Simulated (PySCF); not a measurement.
C2H7AlClN. Atoms are numbered in the order given.

```xyz
12

Al    -0.2531     0.1121     0.0000
Cl     0.6628     2.0261     0.0000
C     -2.1893    -0.0669     0.0000
H     -2.5179    -1.1186     0.0000
H     -2.6263     0.4251     0.8853
H     -2.6263     0.4251    -0.8853
N      0.8709    -1.2592     0.0000
C      0.5824    -2.6824     0.0000
H      1.8708    -1.0708     0.0000
H      0.9867    -3.2001    -0.8907
H      0.9867    -3.2001     0.8907
H     -0.5064    -2.8518     0.0000
```

Coordinates come from a B3LYP-D3(BJ)/def2-SVP optimisation. The structure was generated by enumeration; whether it is a known compound was not checked. One conformer was computed; it need not be the lowest.

Calculation: PBE/pcSseg-1 (PySCF).

GIAO shieldings, no solvent; atoms alike by connectivity are averaged. δ = σ(ref) − σ: ³⁵Cl against HCl (σ = 936.5 ppm); ¹³C against TMS (σ = 182.0 ppm); ¹H against TMS (σ = 31.49 ppm); ¹⁵N against NH3 (σ = 267.0 ppm), references at their B3LYP-D3(BJ)/def2-TZVP geometries, non-relativistic (without spin–orbit terms, shifts of atoms bonded to Cl or Br come out too high).

```json
[
 {"atoms": "Cl2", "nucleus": "³⁵Cl", "count": "1", "δ (ppm)": "…"},
 {"atoms": "C8", "nucleus": "¹³C", "count": "1", "δ (ppm)": "35.9"},
 {"atoms": "C3", "nucleus": "¹³C", "count": "1", "δ (ppm)": "…"},
 {"atoms": "H10, H11, H12", "nucleus": "¹H", "count": "3", "δ (ppm)": "3.15"},
 {"atoms": "H9", "nucleus": "¹H", "count": "1", "δ (ppm)": "…"},
 {"atoms": "H4, H5, H6", "nucleus": "¹H", "count": "3", "δ (ppm)": "0.04"},
 {"atoms": "N7", "nucleus": "¹⁵N", "count": "1", "δ (ppm)": "72.8"}
]
```

Question: Fill in the missing entries. (An estimate is asked for; the answer gives what the named calculation found.)

Answer: 
- H9, δ (ppm): 1.79
- C3, δ (ppm): -15.3
- Cl2, δ (ppm): -2.0
